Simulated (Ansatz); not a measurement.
Compare A (`OC([SiH3])BF`) with its isomer B (`B[SiH](F)OC`).

Isolated molecules relaxed with PBE0-D4/def2-TZVP in Ansatz; ΔE leaves out vibrations. CBS: MP2 limit from def2 TZ/QZ plus the TZ coupled-cluster correction, frozen cores. DFT in def2-TZVPP. B3LYP here is the variant with VWN-RPA as its local correlation; programs differ in this. One conformer a species, not always the lowest.

(1) Which is lower in electronic energy at CCSD(T)/CBS, and by how much? (An estimate is asked.)

(2) Give E(B) − E(A) in kcal/mol with CCSD(T)/def2-TZVPP, B3LYP, B3LYP-D4, B2PLYP, MP2/def2-TZVPP, PBE0-D4, HF/def2-TZVPP. (An estimate is asked.)

Largest T1 diagnostic: 0.013.

Results:

(1) The calculation gave: B, by 17.9 kcal/mol.

(2) Computed: CCSD(T)/def2-TZVPP -16.9, B3LYP -17.1, B3LYP-D4 -16.6, B2PLYP -17.7, MP2/def2-TZVPP -17.2, PBE0-D4 -13.5, HF/def2-TZVPP -24.2. None reverses the order clearly.

From PBE to PBE0 (25 % exact exchange), in def2-TZVPP and without D4, E(B) − E(A) moves by −2.3 kcal/mol. In def2-TZVPP, CCSD(T) changes the Hartree–Fock value by +7.3 kcal/mol (the triples alone add +1.4 kcal/mol) and MP2 by +7.1 kcal/mol.
